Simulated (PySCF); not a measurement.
Predicted microwave data (CAM-B3LYP/def2-SVPD in PySCF (dipole) on a GFN2-xTB geometry, gas phase) for one isomer of C3H9ClOSi:

* Rotational constants: A = 2268, B = 1986, C = 1713 MHz
* Dipole components: |μa| = 0.16 D, |μb| = 0.47 D, |μc| = 1.39 D
* Inertial defect: -182.35 u·Å²
* κ: -0.02

Question: Which candidate fits, each taken in the one conformer that was computed?
A. `[CH3:1][C@@:2]([SiH3:3])([Cl:4])[CH2:5][OH:6]` with C1–C2–C5–O6 168°, C2–C5–O6–H 64°
B. `[CH3:1][O:2][C@@H:3]([CH3:4])[SiH2:5][Cl:6]` with C1–O2–C3–C4 71°, O2–C3–Si5–Cl6 179°

Answer: A. It is C[C@@]([SiH3])(Cl)CO, an asymmetric top, point group C1. The candidates at the same level (rigid rotor, commonest isotopes):

```
              SMILES  A (MHz)  B (MHz)  C (MHz)  μa (D)  μb (D)  μc (D)  Δ (u·Å²)  point group                        rotor
C[C@@]([SiH3])(Cl)CO     2268     1986     1713    0.16    0.47    1.39   -182.35           C1               asymmetric top
 CO[C@@H](C)[SiH2]Cl     5305     1085    961.6    1.82    0.69    0.52    -35.47           C1  near-prolate asymmetric top
```

`CO[C@@H](C)[SiH2]Cl` has A 134 % too high. No structure here is proved a minimum.
